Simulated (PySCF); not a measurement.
# SrSe⁺: from constants to spectrum

BP86 constants of SrSe⁺, ²Π (doublet), unpaired electrons π ↑ (PySCF, scalar-relativistic core potentials, basis sets Sr def2-SVPD with ECP28, Se def2-SVPD; masses 87.9056 and 79.9165 u):

```
ωe              : 226.7 cm⁻¹
ωexe            : 0.47 cm⁻¹
Be              : 0.05252 cm⁻¹
αe              : 0.000151 cm⁻¹
D (centrifugal) : 1.13e-08 cm⁻¹
De to Sr⁺ + Se  : 2.62 eV
```

(1) Give the vibrational terms G(v) and spacings up to v = 6.

(2) How well does the Morse estimate ωe²/(4ωexe) reproduce De, and what is D0?

Spin–orbit coupling is left out. For an ion De counts to the pair picked by the measured ionisation energies or electron affinities, which need not be the lowest pair at this level. The state was picked by a PBE0 search and need not be the measured ground state.

Results:

(1) G(v) = ωe(v+½) − ωexe(v+½)².

```tsv
v	G(v) (cm⁻¹)	G(v) − G(v−1)	Bv (cm⁻¹)
0	113.2		0.05244
1	339.0	225.8	0.05229
2	563.8	224.8	0.05214
3	787.7	223.9	0.05199
4	1010.6	222.9	0.05184
5	1232.6	222.0	0.05169
6	1453.7	221.1	0.05154
```

(2) It gives 3.39 eV, 129 % of the computed De. D0 = De − G(0) = 2.62 − 0.01 = 2.61 eV.
